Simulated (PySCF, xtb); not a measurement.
Te(I)(Et) (C2H5ITe), SMILES [Te](CC)I.

Coordinates come from a PBE0-D3(BJ)/def2-SVP optimisation. The def2 effective core potentials stand for the cores of I, Te; spin–orbit coupling is left out. Other conformers were not sampled.

Computed with IEF-PCM-PBE0/def2-SVP run with PySCF.

The values are the electrostatic part of the solvation free energy, E(continuum) − E(gas) at the gas-phase geometry, in a cavity of scaled van der Waals radii (PySCF's table); cavitation and dispersion terms are not included. In vacuum the orbital gap is 3.43 eV. The dipole moment in vacuum is 2.23 D.

Question: Estimate the values in water (ε = 78.36), dimethylsulfoxide (ε = 46.83), 1-octanol (ε = 9.86). (The exact figures need the calculation; the answer reports its results.)

Answer: 
```
solvent                ε  ΔG(elec) (kcal/mol)  dipole (D)  gap (eV)
-----------------  -----  -------------------  ----------  --------
water              78.36                 -3.1        3.14      3.56
dimethylsulfoxide  46.83                 -3.1        3.13      3.56
1-octanol           9.86                 -2.6        3.00      3.54
```

For comparison, GFN2-xTB/ALPB(water) (xtb, at the GFN2-xTB geometry, all terms of that model) gives -2.1 kcal/mol.
